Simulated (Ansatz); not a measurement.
(ClBS)3 ring (B₃S₃Cl₃). The state is a singlet with charge 0. Geometry PBE-D4/def2-SVP.

Cartesian coordinates in Å:
```
B -0.222 -0.813 -1.488
Cl -0.452 -1.652 -3.024
S -1.694 0.052 -0.870
B -1.298 0.860 0.707
Cl -2.638 1.747 1.437
S 0.248 0.905 1.658
B 1.520 -0.047 0.781
Cl 3.090 -0.096 1.587
S 1.446 -0.958 -0.788
```

LC-ωPBE has ω = 0.4 bohr⁻¹.

Estimate the orbital energies around the gap (eV) in Ansatz with PBE-D4/def2-TZVPD, BLYP-D4/def2-TZVP, PBE0-D4/def2-SVP, LC-ωPBE/def2-TZVP, LC-ωPBE/def2-TZVPD.


```csv
orbital,PBE-D4/def2-TZVPD,BLYP-D4/def2-TZVP,PBE0-D4/def2-SVP,LC-ωPBE/def2-TZVP,LC-ωPBE/def2-TZVPD
HOMO−9,-9.28,-9.02,-10.61,-13.63,-13.65
HOMO−8,-9.28,-9.02,-10.61,-13.63,-13.65
HOMO−7,-8.51,-8.27,-9.83,-12.79,-12.81
HOMO−6,-8.51,-8.27,-9.83,-12.79,-12.81
HOMO−5,-8.00,-7.77,-9.23,-11.99,-12.02
HOMO−4,-8.00,-7.77,-9.23,-11.91,-11.93
HOMO−3,-7.98,-7.72,-9.15,-11.91,-11.93
HOMO−2,-7.79,-7.56,-9.05,-11.90,-11.92
HOMO−1,-7.45,-7.20,-8.56,-11.20,-11.22
HOMO,-7.45,-7.20,-8.56,-11.20,-11.22
LUMO,-3.19,-2.89,-2.13,-0.24,-0.32
LUMO+1,-3.19,-2.89,-2.13,-0.24,-0.32
LUMO+2,-1.36,-0.99,0.12,2.11,0.87
LUMO+3,-0.87,-0.27,1.02,2.56,1.35
LUMO+4,-0.61,-0.27,1.02,2.79,1.35
LUMO+5,-0.61,-0.20,1.29,2.79,1.52
```
